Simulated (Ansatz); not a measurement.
Calculated with Ansatz (gas phase, PBE0-D4/def2-TZVP geometries, no zero-point term in ΔE). CCSD(T)/CBS adds triple-zeta CCSD(T) − MP2 to the extrapolated MP2 energy (def2 sets, frozen cores). This one scheme is used for every species. Functionals use def2-TZVPP. HSE06 is defined as in plane-wave codes. For Br, Mg outer-core shells are correlated without core-valence functions, which leaves a few kJ/mol of doubt a bond. Scalar relativity is left out up to krypton.

`[CH3][Mg][Br]` + H–F → `[F][Mg][Br]` + CH₄  (ligand exchange at a Mg–C bond)

```csv
level,ΔE (kJ/mol)
r2SCAN-D4,-195.4
BHLYP-D4,-197.5
HSE06,-183.6
CAM-B3LYP,-198.5
```

Q: What does CCSD(T)/CBS give? (Best estimate.)

A: The calculation gave: -185.1 kJ/mol. The listed levels differ from it by -10.3, -12.4, 1.5, -13.4 kJ/mol.

Largest T1 diagnostic among the species: 0.009.

Leaving LDA and LC-ωPBE aside and taking each functional with its dispersion term where it has one, the values, not all of them listed here, spread over 14.9 kJ/mol, from BHLYP-D4 to HSE06-D4. LDA lies +10.0 kJ/mol from PBE without D4. At CCSD(T), def2-SVP lies −28.3 kJ/mol from the extrapolated value and def2-TZVPP +1.3 kJ/mol.
